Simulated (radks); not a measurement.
Fractional charge and spin in the 3d shell of germanium: the spin-up occupation runs from 4 to 5 and the spin-down occupation from 4 to 5; the fullest corner is Ge2+, [Ar] 4s2 3d(up 5, down 5). Calculated with a radial shooting solver on a logarithmic mesh with Libxc functionals: scalar-relativistic Kohn-Sham, PBE, spin-polarised, spherical densities, finite nucleus; Fermi nuclear charge, rms radius of each element as measured or else 0.836 A^(1/3) + 0.57 fm. Energy (eV) minus the two flat planes that join the four corners (they meet along the diagonal where the two added fractions sum to one electron); zero is where a piecewise linear energy would lie.

down \ up       4    4.25     4.5    4.75       5
4           0.000  -2.398  -3.175  -2.364   0.000
4.25       -2.398  -3.086  -2.190   0.256  -2.162
4.5        -3.175  -2.190   0.341  -1.995  -2.857
4.75       -2.364   0.256  -1.995  -2.775  -2.123
5           0.000  -2.162  -2.857  -2.123   0.000

Corners above the fullest one (they belong to Ge3+ and the next ion): (up 5, down 4) 60.403 eV, (up 4, down 5) 60.403 eV, (up 4, down 4) 146.32 eV. With half an added electron in each spin the energy lies 0.341 eV from the planes, and with half an added electron in spin up alone -3.175 eV. The planes are only a guide here: the flat-plane condition holds for ground states with one frontier orbital, while this shell lies below other occupied shells, so the corners above the fullest one are inner-hole states and not the ground states of those ions.
